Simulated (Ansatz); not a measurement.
Ansatz (an electronic-structure program) input (RI-MP2/def2-TZVPP):
A basis named .json is the Basis Set Exchange file of that set.

Ansatz 0.2 input:
```yaml
crystal:
  periodic: [false, false, false]
  atoms:
    - {symbol: W, position_ang: [-0.00000000, -0.00000000, -0.00000000]}
    - {symbol: O, position_ang: [-0.26518491, 2.39893401, -2.06213427]}
    - {symbol: C, position_ang: [-0.17357868, 1.53126211, -1.30920998]}
    - {symbol: O, position_ang: [0.26518491, -2.39893401, 2.06213427]}
    - {symbol: C, position_ang: [0.17357868, -1.53126211, 1.30920998]}
basis:
  gaussian:
    orbitals: def2-TZVPP
    fitting: {mean_field: def2-universal-jkfit, correlation: def2-TZVPP-RIFIT.json}
magnetization: {spin_polarized: true, initial_magnetization: 2}
correlation: {method: mp2, electrons: outside_noble_gas}
```

End of the output:

```
mean field evaluation 32: about -7839.0379 eV, gradient 4.5e2 eV
mean field evaluation 64: about -7857.4346 eV, gradient 4.4e2 eV
mean field evaluation 96: about -7942.2409 eV, gradient 2.1e-3 eV
mean field evaluation 128: about -7856.8181 eV, gradient 6.1e2 eV
mean field evaluation 160: about -7942.3597 eV, gradient 9.3e-3 eV
mean field evaluation 192: about -7942.3509 eV, gradient 3.5e-1 eV
mean field evaluation 224: about -7941.3755 eV, gradient 1.1e-3 eV
mean field evaluation 256: about -7942.3602 eV, gradient 1.4e-1 eV
mean field evaluation 288: about -7942.3604 eV, gradient 3.5e-4 eV
mean field evaluation 320: about -7942.3159 eV, gradient 2.5e0 eV
mean field evaluation 352: about -7942.3573 eV, gradient 4.3e-4 eV
mean field evaluation 384: about -7942.3602 eV, gradient 3.0e-2 eV
mean field evaluation 416: about -7942.3599 eV, gradient 2.6e-2 eV
mean field evaluation 448: about -7942.3603 eV, gradient 9.4e-2 eV
mean field evaluation 480: about -7942.3603 eV, gradient 1.5e-3 eV
mean field evaluation 512: about -7942.3353 eV, gradient 9.2e-1 eV
mean field evaluation 544: about -7941.0314 eV, gradient 2.9e0 eV
mean field evaluation 576: about -7942.3573 eV, gradient 4.4e-3 eV
mean field evaluation 608: about -7942.3604 eV, gradient 3.3e-4 eV
mean field evaluation 640: about -7940.9764 eV, gradient 2.0e0 eV
mean field evaluation 672: about -7942.0973 eV, gradient 1.3e0 eV
mean field evaluation 704: about -7942.3603 eV, gradient 6.6e-3 eV
mean field evaluation 736: about -7942.1762 eV, gradient 2.3e-4 eV
mean field evaluation 768: about -7942.3595 eV, gradient 2.2e-1 eV
mean field evaluation 800: about -7942.3465 eV, gradient 1.5e0 eV
mean field -7942.36037061 eV, -291.8763600946 hartree, gradient 2.6e-6 eV, S^2 3.233496; 35 other end points of the search recorded, 0 dependent functions left out
8 core orbitals not correlated
reference -7942.36037061 eV, -291.8763600946 hartree; 14, 12 occupied and 158, 160 virtual orbitals, 488 factors
second order -24.20603088 eV of doubles, -0.00000000 eV of singles
Total energy: -7966.56640149 eV, -292.7659153220 hartree
```

The spin state was set by rule; other spins were not relaxed.

The determinant is spin-contaminated: <S^2> is 3.23 against 2.00 for a pure state.
